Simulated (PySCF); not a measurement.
Problem. Write Cartesian coordinates for `C1CC(C1)C(=C)[Se]C` as optimised with PBE0-D3(BJ)/def2-SVP.

Solution. 
```
atom  x, y, z in Å
C1     1.5739    1.4605    0.2388
C2     0.6158    0.5717   -0.0542
Se3    0.8942   -0.9337   -1.2003
C4     2.7782   -0.7251   -1.5737
C5    -0.7734    0.6720    0.5054
C6    -1.9554    0.5527   -0.4989
C7    -2.3680   -0.7911    0.1353
C8    -1.3228   -0.5795    1.2492
H9     2.5892    1.4016   -0.1559
H10    1.3479    2.2979    0.9055
H11    3.3613   -0.7463   -0.6430
H12    3.0642   -1.5800   -2.2008
H13    2.9688    0.2067   -2.1234
H14   -0.8075    1.5896    1.1115
H15   -2.6977    1.3530   -0.3666
H16   -1.6702    0.5244   -1.5608
H17   -2.1504   -1.6595   -0.5047
H18   -3.4148   -0.8689    0.4633
H19   -1.7586   -0.3267    2.2265
H20   -0.5972   -1.3926    1.3955
```

Orientation and origin are arbitrary. Atoms count from 1 in this order. The 4-membered ring C5–C6–C7–C8 has internal angles of 88.8° to 90.3°; it is slightly puckered (a soft mode that the optimisation may not have finished), 0.05 Å rms from its mean plane, widest ring torsion 7°. Of the pairs four or more bonds apart, C4···H9 is among the closest relative to their van der Waals radii: 2.56 Å, 88 % of the sum of Bondi's values. Se3 (selenium bonded to 2 C) is bent (angle 99.9°). The 6 C–C bonds span 1.339 Å (C1=C2, drawn double) to 1.556 Å (C5–C8, drawn single), a spread of 0.217 Å.

Bonds between heavy atoms (Å): C1=C2 1.339, C2–Se3 1.912, Se3–C4 1.932, C2–C5 1.501, C5–C6 1.556, C6–C7 1.542, C7–C8 1.542, C5–C8 1.556.

The calculation used PBE0-D3(BJ)/def2-SVP geometry optimisation, gas phase (PySCF).

Point group: near Cs, missed by 0.21 Å at most; the miss may be what the optimiser left on a soft mode. Not checked by PBE0-D3(BJ)/def2-SVP frequencies. The numbers are those of one conformer (C1–C2–Se3–C4 3°, C1–C2–C5–C6 131°).
